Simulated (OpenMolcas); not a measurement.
**Ionisation energies of palladium**

```yaml
Program: OpenMolcas
Basis: ANO-RCC [10s9p9d6f4g2h]
Scalar_Hamiltonian: DKH2, point nucleus
Spin-orbit_coupling: state interaction with AMFI integrals over the reference wave functions, term energies averaged over their components
```

Active shells in each charge state: the valence d shell, with orbitals averaged over the low states. Where CASPT2's correlated closed shells are named, they are those of the first ion.

A. CASSCF
B. SS-CASPT2, IPEA 0.25 Eh, imaginary shift 0.1 Eh (closed shells correlated: 4s 4p)
C. SS-CASPT2, IPEA 0.25 Eh, imaginary shift 0.1 Eh (closed shells correlated: 3d 4s 4p)
D. SS-CASPT2, IPEA 0 Eh, imaginary shift 0.1 Eh (closed shells correlated: 4s 4p)
E. SS-CASPT2, IPEA 0.25 Eh, imaginary shift 0.1 Eh (closed shells correlated: none)

Energies in eV between the lowest computed levels, named as in B; reference values from the NIST Atomic Spectra Database with their kind.

```
           From               To        A        B        C        D        E  Spin-orbit share in B                Reference
   Pd2+ 4d8 3F4  Pd3+ 4d7 4F 9/2   31.136   32.899   32.859   32.831   32.885                 -0.025  32.930 (semi-empirical)
Pd5+ 4d5 6S 5/2     Pd6+ 4d4 5D0   83.607   84.554   84.498   84.629   84.353                 -0.389     84.100 (theoretical)
   Pd6+ 4d4 5D0  Pd7+ 4d3 4F 3/2  100.929  101.977  101.936  102.048  101.588                 -0.168    101.000 (theoretical)
Pd7+ 4d3 4F 3/2     Pd8+ 4d2 3F2  120.241  121.170  121.134  121.223  120.636                 -0.038    120.000 (theoretical)
```

The lowest level within the active space need not be the ion's true ground level.
